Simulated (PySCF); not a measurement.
Two species compared at the same levels of theory.

First species: MoO2(NH2)2 (singlet state).
SMILES: `[NH2][Mo]([NH2])(=[O])=[O]`

Second species: AsBH₄.
Cartesian coordinates in Å at the PBE0-D3(BJ)/def2-SVP level; atoms count from 1:
```
atom  x, y, z in Å
B1    -0.929   -0.032    0.015
As2    0.967    0.018    0.590
H3    -1.561    0.994   -0.047
H4    -1.482   -1.097   -0.110
H5     1.547   -1.079   -0.278
H6     1.464    1.202   -0.213
```

Levels: CAM-B3LYP/def2-SVPD for HOMO energy, LUMO energy, HOMO–LUMO gap and static isotropic polarisability; TDDFT CAM-B3LYP/def2-SVPD for lowest singlet excitation; TDA CAM-B3LYP/def2-SVPD for lowest triplet excitation (Tamm–Dancoff); ΔSCF CAM-B3LYP/def2-SVPD for vertical ionisation energy. Geometries: PBE0-D3(BJ)/def2-SVP. Each species is one conformer at its optimised geometry, gas phase (atoms past krypton carry core potentials, spin–orbit coupling is left out). Electronic properties by PySCF.

| property | column X | column Y |
| --- | --- | --- |
| HOMO energy | -8.66 eV | -9.14 eV |
| LUMO energy | -0.84 eV | -0.81 eV |
| HOMO–LUMO gap | 7.82 eV | 8.33 eV |
| lowest singlet excitation | 4.46 eV | 4.51 eV |
| lowest triplet excitation (Tamm–Dancoff) | 3.43 eV | 4.04 eV |
| static isotropic polarisability | 49.9 au | 63.3 au |
| vertical ionisation energy | 9.77 eV | 9.88 eV |

(1) Which column belongs to which species?

(2) How does each property change from the first species to the second?

## Answers

(1) Column X is the second species and column Y the first. The first has 9 atoms and 76 electrons, the second 6 and 42.

(2) HOMO energy +0.48 eV; LUMO energy -0.03 eV; HOMO–LUMO gap -0.51 eV; lowest singlet excitation -0.05 eV; lowest triplet excitation (Tamm–Dancoff) -0.61 eV; static isotropic polarisability -13.4 au; vertical ionisation energy -0.11 eV.

On the first: S1 lies 3.82 eV below the HOMO–LUMO gap; its leading configuration is HOMO→LUMO, weight 0.98. The polarisability is 9.39 Å³ as a volume (1 au = 0.148185 Å³). Atoms past krypton carry effective core potentials; spin–orbit coupling is left out.

On the second: The principal polarisabilities are 41.9, 46.1 and 61.8 au; their mean is the isotropic value. In wavenumbers S1 is 36000 cm⁻¹ (1 eV = 8065.54 cm⁻¹). Relativistic effects, spin–orbit coupling among them, are left out although an element past zinc is present.
